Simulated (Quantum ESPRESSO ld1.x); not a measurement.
Radial electron density D(r) = 4 pi r^2 rho(r) of an atom or ion with 36 electrons. Method: Dirac Kohn-Sham, PW91, spin-unpolarised, spherical densities, point nucleus; computed with ld1.x of Quantum ESPRESSO 7.5.

```
   r/bohr * D(r) (the largest magnitude, 71.7, reaches the edge; | marks zero)
 0.001441 | *
 0.001624 | *
 0.001846 | *
 0.002098 |  *
 0.002385 |   *
 0.002689 |    *
 0.003056 |     *
 0.003473 |      *
 0.003948 |       *
 0.004451 |         *
 0.005059 |           *
 0.005749 |              *
 0.006534 |                *
 0.007368 |                   *
 0.008374 |                      *
 0.009517 |                          *
  0.01082 |                              *
   0.0122 |                                 *
  0.01386 |                                    *
  0.01575 |                                       *
  0.01791 |                                          *
  0.02035 |                                           *
  0.02294 |                                           *
  0.02608 |                                           *
  0.02964 |                                          *
  0.03369 |                                        *
  0.03798 |                                      *
  0.04317 |                                     *
  0.04906 |                                     *
  0.05576 |                                       *
  0.06287 |                                          *
  0.07146 |                                              *
  0.08121 |                                                  *
   0.0923 |                                                     *
   0.1041 |                                                      *
   0.1183 |                                                    *
   0.1344 |                                               *
   0.1528 |                                         *
   0.1723 |                                    *
   0.1958 |                                  *
   0.2225 |                                   *
   0.2529 |                                       *
   0.2875 |                                          *
   0.3241 |                                          *
   0.3684 |                                      *
   0.4187 |                               *
   0.4758 |                       *
   0.5365 |                *
   0.6098 |           *
    0.693 |         *
   0.7877 |         *
   0.8881 |         *
    1.009 |       *
    1.147 |     *
    1.304 |   *
     1.47 | *
    1.671 |*
    1.899 *
    2.158 *
    2.434 *
    2.766 *
    3.144 *
```

What is the nuclear charge?

Answer. Z = 45. The innermost maximum, from 1s, lies near gamma/Z bohr with gamma = sqrt(1 - (Z/c)^2) = 0.945, here 0.021 bohr (found: 0.0229), and its height grows with Z. The density is that of the rhodium ion Rh9+ in [Kr]; the configuration itself is not fixed sharply by these data, and Z only to a few units. D(r) has 3 maxima, at r = 0.0229, 0.101, 0.309 bohr, and minima at 0.0457, 0.199 bohr, inside which lie 2.04, 11.07 electrons.
